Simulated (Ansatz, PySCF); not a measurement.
Input for PySCF:
```python
from pyscf import gto, scf, dft

mol = gto.Mole()
mol.atom = '''
    O    -1.82573338   -0.64971205    0.89879988
    C    -0.77375909   -0.31313800    0.37082882
    C     0.47307306   -0.99544363    0.42351030
    C     1.51669687   -0.29946568   -0.34396356
    C     0.93352357    1.09690470   -0.61562325
    C    -0.58130129    0.92105097   -0.50503971
    H     0.62167536   -1.93475276    0.92596102
    H     2.47468566   -0.27317861    0.18213016
    H     1.70193143   -0.83356765   -1.28581745
    H     1.28222283    1.78856572    0.15238514
    H     1.23813668    1.48806895   -1.58492652
    H    -1.03318178    0.71800635   -1.47861491
    H    -1.08900190    1.78510426   -0.07979190
'''
mol.basis = 'sto-3g'
mol.spin = 1
mol.verbose = 3
mol.build()

mf = dft.UKS(mol)
mf.xc = 'b3lyp5'
mf.grids.atom_grid = (99, 590)
mf.grids.prune = None
mf.kernel()
```

Task: Convert this to an input for Ansatz (an electronic-structure program).

Result: Several could match; the one computed here: 
Ansatz 0.2 input:
```yaml
crystal:
  periodic: [false, false, false]
  atoms:
    - {symbol: O, position_ang: [-1.82573338, -0.64971205, 0.89879988]}
    - {symbol: C, position_ang: [-0.77375909, -0.31313800, 0.37082882]}
    - {symbol: C, position_ang: [0.47307306, -0.99544363, 0.42351030]}
    - {symbol: C, position_ang: [1.51669687, -0.29946568, -0.34396356]}
    - {symbol: C, position_ang: [0.93352357, 1.09690470, -0.61562325]}
    - {symbol: C, position_ang: [-0.58130129, 0.92105097, -0.50503971]}
    - {symbol: H, position_ang: [0.62167536, -1.93475276, 0.92596102]}
    - {symbol: H, position_ang: [2.47468566, -0.27317861, 0.18213016]}
    - {symbol: H, position_ang: [1.70193143, -0.83356765, -1.28581745]}
    - {symbol: H, position_ang: [1.28222283, 1.78856572, 0.15238514]}
    - {symbol: H, position_ang: [1.23813668, 1.48806895, -1.58492652]}
    - {symbol: H, position_ang: [-1.03318178, 0.71800635, -1.47861491]}
    - {symbol: H, position_ang: [-1.08900190, 1.78510426, -0.07979190]}
basis:
  gaussian:
    orbitals: STO-3G
hamiltonian:
  xc: b3lyp5
magnetization: {spin_polarized: true, initial_magnetization: 1}
accuracy: high
```

Both were run: PySCF gave -266.340459 Eh and Ansatz -266.340460 Eh, 0.000 mEh apart.
